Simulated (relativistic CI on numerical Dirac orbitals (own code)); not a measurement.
**One change at a time: Hg26+**

Base calculation: Dirac-Coulomb-Breit CI, KLI orbitals optimised for each configuration, model QED (radiative potential, 1s self-energy scaled to tabulated hydrogen-like ionisation energies), unscaled Slater integrals.

Configurations in the expansion (outside the closed core [Ar] 3d10 4p6 4d10): 4s2 4f8, 4s2 4f7 5s, 4s2 4f6 5s2, 4s2 4f7 6s, 4f10. Levels of other configurations are missing.

Variants: (1) Breit term removed; (2) only the first configuration. Shifts of the energy above 4s2 4f8 7F_6, in cm⁻¹, for the lowest level and the first level of each name with at least 55 % of one term (blank where a level changes its place among those of its configuration and J or its character, or is not in the variant):

```csv
Level,Base,Δ(1),Δ(2)
4s2 4f8 7F_6,0.0,0.0,0.0
4s2 4f8 7F_5,18405.8,+608.8,-14.0
4s2 4f8 7F_3,28649.7,+24.7,-0.9
4s2 4f8 7F_2,30540.1,-599.6,+18.2
4s2 4f8 7F_1,36629.1,-44.6,+9.2
4s2 4f8 7F_0,37553.1,-211.7,+21.4
4s2 4f8 5L_10,66577.1,+3397.6,-4.8
4s2 4f8 5L_9,78955.7,+3036.0,-13.6
4s2 4f8 5G_2,87413.7,-40.0,+19.8
4s2 4f8 5H_3,115041.8,+1493.9,-10.9
4s2 4f8 3O_12,121307.3,+6596.6,-30.1
4s2 4f8 3O_11,122305.9,+5453.0,-30.2
4s2 4f8 5D_1,132063.2,+537.6,-17.4
4s2 4f8 3M_10,136475.9,+4781.8,-22.8
```

At this charge energies of transitions that change n are usually good to better than 1 %, and those within a shell (Δn = 0) to a few per cent. Terms inside the open d or f shell come out 10 to 20 % too wide with unscaled integrals.

Ionisation energy from the two ground configurations alone: base 858.84 eV. The NIST ASD value (theoretical) is 880 eV. The gap of more than 2 % comes from missing correlation, or from a tabulated value that is itself an estimate.

LS names give the leading component of a level, which can be under half, so a name can repeat, a term be missing and a line seem to break the LS rules.
